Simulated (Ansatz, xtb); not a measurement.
**C4H5FGeN2: 4 structures ranked**

4 gas-phase structures of C4H5FGeN2, from a drawn sample of its isomers (lower ones may exist). Each was relaxed with GFN2-xTB:

A. `Fc1cnc[c]([GeH3])n1`, a singlet
B. `N#C[C@@H]1[GeH2][N]=C[C@@H]1F`, a singlet
C. `N#[C][Ge@@H]1[CH2]N=C[C@@H]1F`, a singlet
D. `[CH3][GeH2][C](F)(C#N)C#N`, a singlet

Problem. Make a reasoned guess at their ranking by r2SCAN-D4/def2-SVP single-point energy.

Solution. Calculated order at r2SCAN-D4/def2-SVP: A (0.0), B (16.3), C (24.6), D (32.0) kcal/mol.

Energies above the lowest of each column, in kcal/mol; the last columns are at B3LYP/def2-SVP geometries and were run for some of them only (a dash: not run or not comparable):

| structure | GFN2-xTB | HF/STO-3G | r2SCAN-D4/def2-SVP | B3LYP/def2-SVP | CCSD(T)/def2-SVP + ΔMP2/def2-TZVPP |
| --- | --- | --- | --- | --- | --- |
| A | 0.0 | 3.1 | 0.0 | 0.0 | 0.0 |
| B | 28.2 | 1.0 | 16.3 | 15.6 | 1.8 |
| C | 43.3 | 0.0 | 24.6 | 22.7 | 7.5 |
| D | 50.4 | 12.8 | 32.0 | – | – |

CCSD(T)/def2-SVP + ΔMP2/def2-TZVPP puts A lowest of those it was run on; HF/STO-3G picks C. Flexible structures stand in one conformer each, not always the lowest. Frequencies (GFN2-xTB) were run for A, B, C alone. The ΔMP2 step shifts differences by up to 7.0 kcal/mol, which makes them less sure. ΔMP2 is the change of the MP2 energy from the smaller to the larger basis.

Over these structures GFN2-xTB departs from r2SCAN-D4/def2-SVP by 6.3 kcal/mol on average once a common shift is removed. A GFN2-xTB relaxation took about 0.1 s and the r2SCAN-D4/def2-SVP energy about 2.7 s on a shared host (Ansatz 0.2.0, xtb 6.7.1).
